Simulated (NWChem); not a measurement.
**Correlation energy of SeSn**

```xyz
2

Sn     0.0000     0.0000     0.9594
Se     0.0000     0.0000    -1.4109
```
Charge 0, spin multiplicity 1.

All runs are NWChem calculations. All single points use one geometry, from PBE/def2-SVP with def2 effective core potentials on Sn, a minimum by its harmonic frequencies.

Basis set: def2-TZVP. Each correlation energy counts from its own Hartree-Fock reference.

Effective core potentials replace the inner electrons of Sn; spin-orbit coupling is left out. The correlated methods keep 13 core orbitals frozen. The structure started from a generated list of species. Coupled-cluster values serve here as a point of comparison, not as the truth.

```csv
method,correlation energy (mHa)
MP2,___
SCS-MP2,-514.6
CR-CCSD[T],-575.3
CR-CCSD(T),-573.3
CCSD,-555.0
CCSD+T(CCSD),-582.5
CCSD(T),___
```

Q: What belongs in the gaps?

A: 
- MP2, correlation energy (mHa): -565.0
- CCSD(T), correlation energy (mHa): -579.8
